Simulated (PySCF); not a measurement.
H₄Ti, SMILES [TiH4-], charge -1, multiplicity 2.

Coordinates come from a PBE-D3(BJ)/def2-TZVPD optimisation. The multiplicity is an assumed one; other spin states were not compared.

Level of theory: PySCF 2.14.0 with PBE-D3(BJ)/def2-TZVPD.

Frequencies are harmonic and unscaled.

Modes within 1.5 cm⁻¹ of each other (mostly degenerate sets) share a row, with their intensities summed.

```json
[
 {"mode": "1", "ν (cm⁻¹)": "234", "IR (km/mol)": "0.0", "moving atoms (share of kinetic energy)": "H 100 %"},
 {"mode": "2", "ν (cm⁻¹)": "455", "IR (km/mol)": "243.8", "moving atoms (share of kinetic energy)": "H 96 %"},
 {"mode": "3–4", "ν (cm⁻¹)": "472", "IR (km/mol)": "632.8", "moving atoms (share of kinetic energy)": "H 95 %"},
 {"mode": "5", "ν (cm⁻¹)": "532", "IR (km/mol)": "0.0", "moving atoms (share of kinetic energy)": "H 100 %"},
 {"mode": "6–7", "ν (cm⁻¹)": "1376", "IR (km/mol)": "1495.4", "moving atoms (share of kinetic energy)": "H 97 %"},
 {"mode": "8", "ν (cm⁻¹)": "1386", "IR (km/mol)": "1027.5", "moving atoms (share of kinetic energy)": "H 96 %"},
 {"mode": "9", "ν (cm⁻¹)": "1491", "IR (km/mol)": "0.0", "moving atoms (share of kinetic energy)": "H 100 %"}
]
```
